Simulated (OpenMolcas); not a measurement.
Au2+ (d9) among equal point charges was computed by CASSCF with the d shell active (OpenMolcas, ANO-RCC-VDZP on the metal). Its lowest spin-free states, and all those of the highest spin:

| 2S+1 | Degeneracy | E (cm-1) |
| --- | --- | --- |
| 2 | 1 | 0.0 |
| 2 | 2 | 2134 |
| 2 | 2 | 13190 |

**Question.** Is the site octahedral, tetrahedral or cube-like, axial, or of lower symmetry?

**Answer.** The states with 2S+1 = 2 have orbital degeneracies 1, 2, 2. There are pairs but no triples, so the site is axial: not cubic, but with a proper or improper axis of order three or more. The run had Au2+ among 2 point charges of -2 e arranged as a linear pair (D∞h), 1.9 Å from the ion.

Spin-orbit coupling mixes the spin-free states strongly: the lowest level takes only 69 % from its leading state, 2Σ. This is an electrostatic model: the charges have no orbitals. No measured value stands beside these numbers.
